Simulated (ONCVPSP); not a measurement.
**Pseudopotential generation for lead (Pb): ONCV, Wu-Cohen, scalar-relativistic.**

- Element: Pb (Z = 82)
- Generator: ONCVPSP 4.0.1
- Type: optimised norm-conserving Vanderbilt (ONCV)
- Functional: Wu-Cohen
- Relativity: scalar-relativistic
- Frozen core: [Kr] 4d10 4f14
- Valence charge: 22
- Reference configuration: 5s2 5p6 5d10 6s2 6p0.5 (charge +1.5)
- Partial waves: 5s+6s: rc 1.55 bohr, ncon 5, nbas 10, qcut 8.7 1/bohr, 2 projectors; 5p+6p: rc 1.85 bohr, ncon 3, nbas 6, qcut 8.7 1/bohr, 2 projectors; 5d: rc 1.75 bohr, ncon 4, nbas 9, qcut 8.1 1/bohr, 1 projector
- Local potential: polynomial inside 1.30 bohr (lpopt 5, dvloc0 4 Ha)
- Core correction: none

* Cutoffs needed: 29 Ha and 34 Ha (the cutoffs (Ha) at which the residual kinetic energy of the hardest occupied pseudo-wave falls to 1 and 0.1 mHa per electron)
* Ghost test: no bound ghost flagged; no localised positive-energy state flagged
* Largest excitation error: +5.5 meV (all-electron minus pseudo) for 5s2 5p6 5d10 6s2 6p2, out of 4 test configurations
